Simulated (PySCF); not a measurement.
BiH2Cl, SMILES [Cl][BiH2].

Coordinates come from a PBE0-D3(BJ)/def2-TZVP optimisation. The def2 effective core potentials stand for the cores of Bi; spin–orbit coupling is left out.

These are B3LYP/def2-TZVPD (PySCF) values and carry that method's errors.

Gas-phase values at a fixed geometry.

```json
{
 "total_energy": "-676.16309 hartree",
 "point_group": "Cs",
 "highest_occupied_level": "-7.67 eV",
 "lowest_empty_level": "-2.17 eV",
 "orbital_gap": "5.50 eV",
 "dipole_moment": "3.31 D",
 "quadrupole, principal values (traceless, Buckingham form, about the centre of nuclear charge)": "-2.32, 0.42, 1.89 D·Å",
 "mean_static_polarisability": "63.5 bohr³ (9.42 Å³)",
 "polarisability_principal_values": "57.6, 58.2, 74.8 bohr³"
}
```
